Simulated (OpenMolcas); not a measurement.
Os2+ among 6 point charges of -1.7 e arranged as a tetragonal octahedron (D4h), 2.37 Å from the ion, with the axial distance 2.560 Å.

```
Program             : OpenMolcas
Method              : SS-CASPT2, IPEA 0.25 Eh, imaginary shift 0.1 Eh (closed shells correlated: 5s 5p)
Basis               : ANO-RCC-VDZP [7s6p4d2f1g]
Scalar Hamiltonian  : DKH2, point nucleus
Active space        : 6 electrons in 5 orbitals (5d)
State averaging     : 2S+1 = 5 even, 5 roots; 2S+1 = 3 even, 45 roots; 2S+1 = 1 even, 50 roots
Spin-orbit coupling : state interaction with AMFI integrals over the reference wave functions
```

(1) What is the spin-free ground state (labels of D4, the rotations of D4h)?

(2) Where is the first state of the same spin?

(3) What are the lowest two levels with spin-orbit coupling?

(4) What is χT at 300 K?

Results:

(1) 5E, 2-fold in its orbital part, 100 % from free-ion D terms; it has the highest spin that d6 allows.

(2) 5B2 at 1320 cm-1 above the ground state.

(3) A 1-fold level B1, then a 1-fold level B2 200 cm-1 above it. Their leading multiplicities are 5 (78 %) and 5 (88 %).

(4) 3.82 cm3 K/mol.

An orbital doublet at a regular site is open to a Jahn-Teller distortion, which this geometry leaves out. Point charges give a weaker field than real ligands, and real ions of this kind are as a rule low spin; the high spin found here belongs to the model. Free-ion shares, where given, are those of the reference states; single-state CASPT2 does not remix them. Point charges carry no covalency, so the field is a model and not that of real ligands. No measured value stands beside these numbers.
